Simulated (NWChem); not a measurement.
## Correlation energy of H3BN

SMILES: B[NH]
```xyz
5

B      0.6865    -0.1024     0.0000
N     -0.6301     0.0975     0.0000
H      1.4617     0.8401     0.0000
H      1.1440    -1.2344     0.0000
H     -1.6270     0.2236     0.0000
```
Charge 0, spin multiplicity 2.

All runs are NWChem calculations. The geometry was optimised at UB3LYP/def2-SVP, a minimum by its harmonic frequencies. It is one conformer; others weren't searched.

Basis set: 6-31G*. Each correlation energy counts from its own Hartree-Fock reference.

The correlated methods keep 2 core orbitals frozen. The Pople sets run with spherical d functions. The structure started from a generated list of species. The unpaired electrons of the parent sit in orbitals of symmetry a' (Cs labels of the run); other states weren't searched. The stability of the SCF solutions was not checked. Open-shell Hartree-Fock references start from PBE0 orbitals. Coupled-cluster values serve here as a point of comparison, not as the truth.

Task: Order these methods by the correlation energy they give, lowest first: CCSD on UHF, CCSD(T) on ROHF, CCSDT on ROHF, CCSD[T] on UHF.

Result: CCSDT on ROHF (-253.6 mHa), CCSD(T) on ROHF (-252.8 mHa), CCSD[T] on UHF (-247.4 mHa), CCSD on UHF (-240.1 mHa)
